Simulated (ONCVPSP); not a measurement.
**What the settings do to the ONCV potential of lanthanum (La)**

Base potential:

ONCVPSP 4.0.1 input, shortened (lines: element, Z, core and valence counts, functional; n l f; lmax; l rc ep ncon nbas qcut; lloc lpopt rc5 dvloc0; l nproj debl; icmod fcfact rcfact), PW91, fully relativistic:

```
  La 57.00    9    4  -109134      upf
    1    0    2.00
    2    0    2.00
    2    1    6.00
    3    0    2.00
    3    1    6.00
    3    2   10.00
    4    0    2.00
    4    1    6.00
    4    2   10.00
    5    0    2.00
    5    1    6.00
    5    2    1.50
    6    0    1.50
    3
    0    2.10    0.00    4    8    4.70
    1    2.95    0.00    5    8    5.00
    2    3.30    0.00    4    9    5.00
    3    3.05    0.31    3    8    3.80
    4    3    1.80    4.00
    0    2    3.70
    1    1    0.50
    2    2    3.00
    3    3    0.50
    4    0.35    0.00
```

Open shells are filled in proportion to 2j + 1.

In the f channel the program set the typed energies aside and used -0.127, 0.373, 0.873 Ha (j = l + 1/2; the other j can differ).

All-electron outer shells of the reference configuration (PW91, scalar-relativistic, ld1.x):

```json
{"shell": "5s", "level (eV)": "-38.14", "outermost node (bohr)": "0.77", "outermost maximum (bohr)": "1.41"}
{"shell": "5p", "level (eV)": "-21.66", "outermost node (bohr)": "0.83", "outermost maximum (bohr)": "1.58"}
{"shell": "6s", "level (eV)": "-3.43", "outermost node (bohr)": "1.87", "outermost maximum (bohr)": "3.88"}
{"shell": "5d", "level (eV)": "-2.63", "outermost node (bohr)": "0.95", "outermost maximum (bohr)": "2.24"}
```

Cutoffs, loose and tight: the cutoffs (Ha) at which the residual kinetic energy of the hardest occupied pseudo-wave falls to 1 and 0.1 mHa per electron. They do not see the model core or the augmentation charge, which bear on the density cutoff. Test errors are all-electron minus pseudo excitation energies from the reference, over the configurations 5s2 5p6 5d1 6s2; 5s2 5p6 5d1 6s1; 5s2 5p6 5d1 6s0; 5s2 5p6 5d0 6s0. A dash means not determined; rows that change the core or the reference have their own tests.

For the base: The cutoffs count occupied waves only; projector 3 of the f channel, the hardest unoccupied one, needs 48 Ha at the loose tolerance.

| change | outcome | cutoff, loose | cutoff, tight | bound ghosts | GHOST(+) flags above zero | largest test error (meV) |
| --- | --- | --- | --- | --- | --- | --- |
| base | generated, projector energies reset by the program | 9.4 Ha | 16 Ha | none | d5/2, f7/2, f5/2 | -639 |
| f: rc 4.08 | generated, projector energies reset by the program | 9.4 Ha | 16 Ha | none | d5/2 | -639 |
| f: nbas 7 | generated, projector energies reset by the program | 9.4 Ha | 16 Ha | none | d5/2, f7/2, f5/2 | -639 |

**Question.** What comes out with this change to the base: core correction polynomial model core, fcfact 0.25?

**Answer.** outcome: generated, projector energies reset by the program; cutoff, loose: 9.4 Ha; cutoff, tight: 16 Ha; bound ghosts: none; GHOST(+) flags above zero: d5/2, f7/2, f5/2; largest test error (meV): +9.2.
